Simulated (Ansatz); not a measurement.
Cost and result for the atomization energy of BFH$_{3}$OPSi (`FB1OP[SiH2]1`) (8 atoms, 8 bonds).

Cartesian coordinates in Å:
```
F -0.1596 -2.4792 0.4070
B 0.0925 -1.1902 0.3317
O 0.7659 -0.5511 1.3265
P 0.9144 1.0970 0.8490
Si -0.2405 0.3347 -0.9736
H -0.2615 1.5850 1.4934
H -1.6208 0.8431 -1.1794
H 0.5096 0.3607 -2.2546
```

Charge 0, multiplicity 1. Geometry: relaxed with PBE0-D4/def2-TZVP. Program: Ansatz. All runs use 2 threads of an Arm Neoverse V1 on a shared host. Times are those of one run each, without the atoms' runs, and a repeat can differ threefold. Electronic energies, without spin–orbit coupling; frozen cores. CCSD(T)/CBS adds CCSD(T) − MP2 in def2-TZVPP to the MP2 limit, and its time is that of the two runs behind it. T1 = 0.016.

CCSD(T)/CBS is a level of theory with its own doubt, some kJ/mol a heavy atom from the limit and from the frozen cores, so smaller differences don't rank the functionals.

```csv
level,functions,wall time,atomization (kJ/mol),difference from CCSD(T)/CBS,per bond
revPBE-D4/def2-TZVPP,219,3.1 s,2904.0,-3.6,-0.5
BLYP-D4/def2-TZVPP,219,3.1 s,2928.4,20.8,2.6
CCSD(T)/def2-SVP,93,4.3 s,2686.2,-221.4,-27.7
BHLYP-D4/def2-TZVPP,219,4.4 s,2812.8,-94.8,-11.9
CAM-B3LYP-D4/def2-TZVPP,219,5 s,2934.0,26.4,3.3
r2SCANh-D4/def2-TZVPP,219,8 s,2908.0,0.4,0.0
B2PLYP/def2-TZVPP,219,8 s,2880.2,-27.4,-3.4
PBE-QIDH/def2-TZVPP,219,8.5 s,2884.9,-22.7,-2.8
ωB97X-V/def2-TZVPP,219,12 s,2950.1,42.5,5.3
B97M-V/def2-TZVPP,219,14 s,2955.0,47.4,5.9
MP2/def2-QZVPP,401,25 s,2943.0,35.4,4.4
CCSD(T)/def2-TZVPP,219,2 min,2814.2,-93.4,-11.7
CCSD(T)/CBS(def2),–,2.5 min,2907.6,0.0,0.0
```

From r2SCAN to r2SCAN0 (25 % exact exchange), in def2-TZVPP and without D4, the atomization energy moves by −70.1 kJ/mol: exact exchange takes away binding that semilocal exchange gives to molecules. At CCSD(T), def2-SVP lies −221.4 kJ/mol from the extrapolated value and def2-TZVPP −93.5 kJ/mol: correlation converges slowly with the basis, and small sets miss more of it in the bonded molecule than in its fragments. In def2-TZVPP, CCSD(T) changes the Hartree–Fock value by +752.3 kJ/mol (the triples alone add +56.4 kJ/mol) and MP2 by +825.2 kJ/mol; breaking electron pairs costs correlation energy, which Hartree–Fock lacks.
